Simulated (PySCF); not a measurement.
Compound: chloropyrazine, C4H3ClN2.
Numbering: `[Cl:1][c:2]1[cH:3][n:4][cH:5][cH:6][n:7]1` (hydrogens: H8 on C3; H9 on C5; H10 on C6)

The closed-shell ground state was solved at several levels (PySCF, density fitting, gas phase, non-relativistic). Isolated species at its PBE0-D3(BJ)/def2-SVP geometry, gas phase.

```json
{"level": "B3LYP/cc-pVTZ", "basis functions": "256", "total energy (Eh)": "-724.0422", "HOMO (eV)": "-7.47", "LUMO (eV)": "-1.97", "gap (eV)": "5.50", "dipole (D)": "1.42"}
{"level": "B3LYP/def2-TZVP", "basis functions": "241", "total energy (Eh)": "-724.0440", "HOMO (eV)": "-7.50", "LUMO (eV)": "-2.03", "gap (eV)": "5.47", "dipole (D)": "1.36"}
{"level": "B3LYP/def2-SVPD", "basis functions": "171", "total energy (Eh)": "-723.6153", "HOMO (eV)": "-7.58", "LUMO (eV)": "-2.14", "gap (eV)": "5.44", "dipole (D)": "1.48"}
{"level": "PBE0/pcSseg-1", "basis functions": "141", "total energy (Eh)": "-723.4095", "HOMO (eV)": "-7.79", "LUMO (eV)": "-1.86", "gap (eV)": "5.93", "dipole (D)": "1.53"}
```

Problem. Estimate the row for B3LYP/6-31G*, a basis of 108 functions; the other rows only guide the guess.

Solution. Total energy -723.9042 Eh, HOMO -7.26 eV, LUMO -1.70 eV, gap 5.56 eV, dipole 1.54 D.

Problem. Over all these levels, which gives the widest orbital gap and which the narrowest?

Solution. PBE0/pcSseg-1 (global hybrid, 25 % exact exchange) has the widest, 5.93 eV, and B3LYP/def2-SVPD (global hybrid, 20 % exact exchange) the narrowest, 5.44 eV. Functional and basis both differ between the two, so the spread mixes both effects.

Problem. How much does the basis alone move the frontier levels among the 4 B3LYP rows (the withheld one included)?

Solution. The HOMO by 0.32 eV and the LUMO by 0.44 eV. By rising basis size (HOMO, LUMO in eV): 6-31G* -7.26, -1.70; def2-SVPD -7.58, -2.14; def2-TZVP -7.50, -2.03; cc-pVTZ -7.47, -1.97.

Problem. How far do the dipole and the HOMO energy spread over the levels?

Solution. The dipole runs from 1.36 to 1.54 D (mean 1.47 D) and the HOMO from -7.79 to -7.26 eV.
